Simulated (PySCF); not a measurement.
SMILES B(I)F (HBFI), singlet, PBE0/def2-SVP optimised geometry.

```
4

B     -0.13    -0.41     0.00
F      1.17    -0.41     0.00
H     -0.75    -1.45     0.00
I     -1.17     1.45     0.00
```

Density from PBE0/def2-TZVP, def2 effective core potentials past Kr (PySCF 2.14.0) at that geometry. The core electrons that the potentials of I replace are not part of the density.

Minimum of the electron density along straight lines between bonded atoms, close to the bond critical point (lines longer than 1.1 times the sum of covalent radii, or with two minima, are not listed):

```
bond   length / Å  ρ at the minimum / e bohr⁻³  ∇²ρ there / e bohr⁻⁵  position (fraction from the first atom)
-----  ----------  ---------------------------  --------------------  ---------------------------------------
B1–F2       1.308                   (withheld)                  1.36                                     0.34
B1–H3       1.203                        0.191            (withheld)                                     0.44
B1–I4       2.126                        0.119            (withheld)                                     0.38
```

Question: What belongs in the gaps?

Answer: 
- B1–F2, ρ at the minimum / e bohr⁻³: 0.212
- B1–H3, ∇²ρ there / e bohr⁻⁵: -0.48
- B1–I4, ∇²ρ there / e bohr⁻⁵: -0.19
